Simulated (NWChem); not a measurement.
The numbers come from NWChem runs, not from measurements. System: HISSi, charge 0, spin multiplicity 1, at a geometry optimised with B3LYP/def2-SVP with def2 effective core potentials on I. The structure started from a generated list of species. Level: MP2/def2-TZVP with def2 effective core potentials on I, 14 core orbitals frozen.

Output (cleaned and shortened):

```
             Northwest Computational Chemistry Package (NWChem) 7.3.0
             --------------------------------------------------------

                                NWChem Input Module
                                -------------------

 Scaling coordinates for geometry "geometry" by  1.889725989
 (inverse scale =  0.529177249)

 Turning off AUTOSYM since
 SYMMETRY directive was detected!

                             Geometry "geometry" -> ""
                             -------------------------

 Output coordinates in angstroms (scale by  1.889725989 to convert to a.u.)

  No.       Tag          Charge          X              Y              Z
 ---- ---------------- ---------- -------------- -------------- --------------
    1 Si                  14.0000    -1.30092800     0.88440400     0.00000000
    2 I                   53.0000     0.31477400    -1.05080300     0.00000000
    3 S                   16.0000     0.14594800     2.49070100     0.00000000
    4 H                    1.0000    -0.80520100     3.45968700     0.00000000

 Effective nuclear repulsion energy (a.u.)     352.2421471226

            Nuclear Dipole moment (a.u.)
            ----------------------------
        X                 Y               Z
 ---------------- ---------------- ----------------
    -0.0000056692    -0.0000000000     0.0000000000

      Symmetry information
      --------------------

 Group name             Cs
 Group number              2
 Group order               2
 No. of unique centers     4

      Symmetry unique atoms

     1    2    3    4


 Summary of "ao basis" -> "" (spherical)
 ------------------------------------------------------------------------------
       Tag                 Description            Shells   Functions and Types
 ---------------- ------------------------------  ------  ---------------------
 *                         def2-tzvp                  on all atoms

 Summary of "ao basis" -> "ao basis" (spherical)
 ------------------------------------------------------------------------------
       Tag                 Description            Shells   Functions and Types
 ---------------- ------------------------------  ------  ---------------------
 Si                        def2-tzvp                13       37   5s5p2d1f
 I                         def2-tzvp                16       50   6s5p3d2f
 S                         def2-tzvp                13       37   5s5p2d1f
 H                         def2-tzvp                 4        6   3s1p
[...]
    1 Si  14    13.62   2.00  0.59  1.38  1.12  0.69  4.10  1.74  0.39  0.99  0.34  0.07  0.18  0.03
    2 I   25    25.25   0.19 -0.77  1.58  1.01  1.08  0.85 -0.49  6.45  1.33  2.91  1.08  9.23  0.76  0.05  0.01  0.00
    3 S   16    16.28   2.01  0.49  1.48  1.05  0.80  4.18  1.69  0.87  2.41  1.20  0.03  0.07  0.01
    4 H    1     0.85   0.23  0.49  0.10  0.02

       Multipole analysis of the density wrt the origin
       ------------------------------------------------

     L   x y z        total         open         nuclear
     -   - - -        -----         ----         -------
     0   0 0 0     -0.000000      0.000000     56.000000

     1   1 0 0     -0.599681      0.000000    -16.655431
     1   0 1 0      0.639715      0.000000     55.600433
     1   0 0 1     -0.000000      0.000000      0.000000

     2   2 0 0    -40.594898      0.000000     96.990177
     2   1 1 0     -3.153407      0.000000    -76.229073
     2   1 0 1      0.000000      0.000000      0.000000
     2   0 2 0    -37.556541      0.000000    534.881003
     2   0 1 1      0.000000      0.000000      0.000000
     2   0 0 2    -40.199806      0.000000      0.000000

                   NWChem MP2 Semi-direct Energy/Gradient Module
                   ---------------------------------------------

  Basis functions       =    130
  Molecular orbitals    =    130
  Frozen core           =     14
  Frozen virtuals       =      0
  Active alpha occupied =     14
  Active beta occupied  =     14
  Active alpha virtual  =    102
  Active beta virtual   =    102
  Use MO symmetry       = T
  Use skeleton AO sym   = T

  AO/Fock/Back tols     =   1.0D-09  1.0D-09  1.0D-09

 GA uses MA = F    GA memory limited = T

 Available:
  local mem=  1.15D+08
 global mem=  1.31D+08
 local disk=  0.00D+00
  mp2_memr nvloc                   102
  nvloc new                   102
   1 passes of  14:        5242880                     105847                  39021069.
   1 passes of  14: M    114666184           G      131038200           F     109423304.

 Semi-direct pass number   1 of   1  for RHF alpha+beta  at        8.7s
  vrange nnbf                  8031
  mp2_eaftype                   148  avail_ma_in_mb                   999
 EAF : mp2_eaftype filesize         148   19510534.
  mp2_eaf for mointskh                    148
Node 0 wrote     91.7 Mb in      0.0 s     Agg I/O rate:  1970.1 Mb/s
 Done moints_semi at       19.9s
  mp2_eaftype                   148  avail_ma_in_mb                   851
 EAF : mp2_eaftype filesize         148   19510534.
  mp2_eaf for kh                   148
 Done maket at       20.3s
 Done multipass loop at       20.3s

          -------------------------------------------
          SCF energy                -983.769436633693
          Correlation energy          -0.763814979305
          Singlet pairs               -0.393927888053
          Triplet pairs               -0.369887091252
          Total MP2 energy          -984.533251612997
          -------------------------------------------

          ---------------------------------------------------
                    Spin Component Scaled (SCS) MP2
          Same spin pairs                     -0.246591394168
          Same spin scaling factor             0.333333333333
          Opposite spin pairs                 -0.517223585137
          Opposite spin scaling fact.          1.200000000000
          SCS-MP2 correlation energy          -0.702865433553
          Total SCS-MP2 energy              -984.472302067246
          ---------------------------------------------------

 -----------------------
 Performance information
 -----------------------

 Timer overhead =  2.40D-07 seconds/call

               Nr. of calls         CPU time (s)                 Wall time (s)                GFlops
             ---------------    -------------------     ------------------------------   -------------------
Name         Min   Avg   Max    Min     Avg     Max     Min     Avg     Max   Mx/calls   Min     Max     Sum
mp2: moin     1     1     1    11.     11.     11.      11.     11.     11.     11.      0.0     0.0     0.0
mp2: make     1     1     1   0.44    0.44    0.44     0.44    0.44    0.44    0.44      0.0     0.0     0.0
mp2: tota     1     1     1    12.     12.     12.      12.     12.     12.     12.      0.0     0.0     0.0

 The average no. of pstat calls per process was 3.00D+00
 with a timing overhead of 7.20D-07s

 Task  times  cpu:       20.3s     wall:       20.3s

 Total times  cpu:       20.3s     wall:       20.3s
```

Task: Write an NWChem input that would produce this output.

Result: One answer among several that fit: 
```
start mol
memory heap 200 mb stack 800 mb global 1000 mb
geometry units angstroms nocenter noautoz
  Si    -1.300928     0.884404     0.000000
  I      0.314774    -1.050803     0.000000
  S      0.145948     2.490701     0.000000
  H     -0.805201     3.459687     0.000000
  symmetry group Cs
end
basis spherical
  * library def2-tzvp
end
ecp
  I library def2-ecp
end
scf
  rhf
  nopen 0
  maxiter 100
  thresh 1e-7
  semidirect memsize 60000000 filesize 0
end
mp2
  freeze core 14
end
task mp2 energy
```
